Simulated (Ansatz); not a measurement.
# Worked example: vertical ionisation energy of C4H6O3 (acetic anhydride)

C4H6O3 has 13 atoms, charge 0, and is taken as a singlet. SMILES: `CC(=O)OC(C)=O`. Geometry: relaxed at PBE0-D4/def2-TZVP. This is one conformer, not always the lowest.

Both states at this one shape; open shells run unrestricted unless said. 1 Eh = 27.2114 eV.

| level | program | singlet C4H6O3 (Eh) | doublet [C4H6O3]+ (Eh) |
| --- | --- | --- | --- |
| HF/6-31G* (spherical functions) | Ansatz | -379.580102 | -379.231902 |
| BLYP/6-31G* (spherical functions) | Ansatz | -381.607709 | -381.267993 |
| CCSD(T)/6-31G* (spherical functions), 7 core orbitals frozen | Ansatz | -380.673388 | -380.296317 |

**Question.** Work out the vertical ionisation energy at each level.

**Answer.** 
1. HF/6-31G* (spherical functions): -379.231902 − (-379.580102) = 0.348200 Eh = 9.48 eV.
2. BLYP/6-31G* (spherical functions): -381.267993 − (-381.607709) = 0.339716 Eh = 9.24 eV.
3. CCSD(T)/6-31G* (spherical functions): -380.296317 − (-380.673388) = 0.377071 Eh = 10.26 eV.

No measured value is set beside it here; the levels span 9.24 to 10.26 eV.
